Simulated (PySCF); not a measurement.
## A small calculation by hand: chemical shift, span and skew from a shielding tensor

prop-2-enylboronamidic acid (C₃H₈BNO), SMILES C=CCB(N)O. Atoms are numbered in the order given.

```xyz
14

C      2.2154     0.0934     1.1994
C      1.2674    -0.7161     0.6866
C      0.5667    -0.5369    -0.6241
B     -0.8850     0.1254    -0.4853
N     -1.1774     0.9354     0.6374
O     -1.7827    -0.1231    -1.5073
H      2.6021     0.9562     0.6300
H      2.6521    -0.0859     2.1944
H      0.9221    -1.5670     1.3044
H      1.1590     0.1211    -1.2991
H      0.4480    -1.5061    -1.1539
H     -0.4672     1.0835     1.3563
H     -2.0514     1.4325     0.8044
H     -2.6334     0.3330    -1.3854
```
Charge 0, spin multiplicity 1.

Geometry: PBE-D3(BJ)/def2-SVP. Other conformers were not sampled.

GIAO shieldings from PySCF with PBE/pcSseg-1, non-relativistic, no solvent. The symmetric part of the tensor of N5 has the principal values 123.6, 194.9, 224.5 ppm. The same nucleus in NH3 has σ = 267.0 ppm at this level (PySCF, at its B3LYP-D3(BJ)/def2-TZVP geometry).

### Question
Work out the isotropic shielding, the ¹⁵N shift against NH3, the span and the skew.

### Answer

σ(iso) = (σ11 + σ22 + σ33)/3 = 181.0 ppm. δ = σ(ref) − σ(iso) = 267.0 − (181.0) = 86.0 ppm.
Span Ω = σ33 − σ11 = 100.9 ppm. Skew κ = 3(σ(iso) − σ22)/Ω = -0.41. Tumbling in solution averages the tensor to δ; in a static solid the shielding alone would spread this spin-1/2 line over Ω.
